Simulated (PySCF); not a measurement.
Vertical excitations of a molecule C₅H₁₀ from TDDFT-LC-ωPBE/def2-SVPD (PySCF), as energy in eV (oscillator strength): 7.16 (0.000), 7.27 (0.546), 8.15 (0.007), 8.22 (0.001), 8.55 (0.000), 8.91 (0.025), 9.18 (0.007), 9.25 (0.000), 9.65 (0.096), 9.89 (0.071). Lowest triplet (TDA): 4.11 eV. The structure is a stationary point at B3LYP-D3(BJ)/def2-SVP. Other conformers were not sampled.

Problem. Which molecule gave these data?
(A) C=CCCC
(B) CC=C(C)C
(C) C/C=C/CC
(D) C=C(C)CC

Solution. B, CC=C(C)C
